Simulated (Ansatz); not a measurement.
Consider the formal exchange of groups at the Si–S bond: `N[SiH2]SS` + BH₃ → `B[SiH2]N` + `SS`.

Program: Ansatz. Geometries: PBE0-D4/def2-TZVP. ΔE: electronic, gas phase. CCSD(T)/CBS adds triple-zeta CCSD(T) − MP2 to the extrapolated MP2 energy (def2 sets, frozen cores). This one scheme is used for every species. DFT in def2-TZVPP. Each species was taken in one conformer, which may not be the lowest.

```json
{"level": "B2PLYP", "ΔE (eV)": "0.96"}
{"level": "HF/CBS(def2)", "ΔE (eV)": "0.94"}
```

Question: What does CCSD(T)/CBS give? (An estimate is asked.)

Answer: Computed: +0.98 eV. The listed levels differ from it by -0.02, -0.04 eV.

Largest T1 diagnostic among the species: 0.012.

From BLYP to BHLYP (50 % exact exchange), in def2-TZVPP and without D4, ΔE moves by +0.08 eV. The D4 term adds +0.10 eV with B3LYP and +0.05 eV with PBE0; it sums over pairs of atoms, weighted by their polarisabilities, and B3LYP, whose exchange is more repulsive, gets the larger term. At CCSD(T), def2-SVP lies −0.09 eV from the extrapolated value and def2-TZVPP −0.04 eV.

B3LYP here is the variant with VWN-RPA as its local correlation; programs differ in this.
